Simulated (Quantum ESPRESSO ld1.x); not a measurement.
Results of a calculation; reference values are marked as such.
Cu+, 28 electrons, occupied as [He] 2s2 2p(up 3, down 2) 3s2 3p6 3d10 4s1 (not the ground configuration).

Code: ld1.x of Quantum ESPRESSO 7.5. Model: scalar-relativistic Kohn-Sham, LDA (Slater exchange, Perdew-Zunger correlation), spin-polarised, spherical densities, point nucleus; open shells are filled with parallel spins first.

Energy parts (hartree):
part                      energy
total                 -1617.6144
kinetic                1641.2673
electron-nucleus      -3879.3341
Hartree                 683.2314
exchange-correlation    -62.7790

Orbitals (lengths in bohr, moments of r in powers of bohr):
| orbital | occ. | eigenvalue (hartree) | <r^2> |
|---|---|---|---|
| 1s up | 1 | -328.128 | 0.003663 |
| 1s down | 1 | -327.939 | 0.003660 |
| 2s up | 1 | -41.0054 | 0.06395 |
| 2s down | 1 | -40.7571 | 0.06419 |
| 2p up | 3 | -35.9902 | 0.05059 |
| 2p down | 2 | -35.6902 | 0.05087 |
| 3s up | 1 | -4.85071 | 0.5648 |
| 3s down | 1 | -4.82184 | 0.5672 |
| 3p up | 3 | -3.30398 | 0.6254 |
| 3p down | 3 | -3.27365 | 0.6290 |
| 3d up | 5 | -0.77549 | 1.048 |
| 3d down | 5 | -0.74847 | 1.047 |
| 4s up | 1 | -0.52521 | 6.764 |
| 4s down | 0 | -0.48643 | 6.911 |

The highest occupied level is 4s up at -14.292 eV. Spin moment in Bohr magnetons: 2.
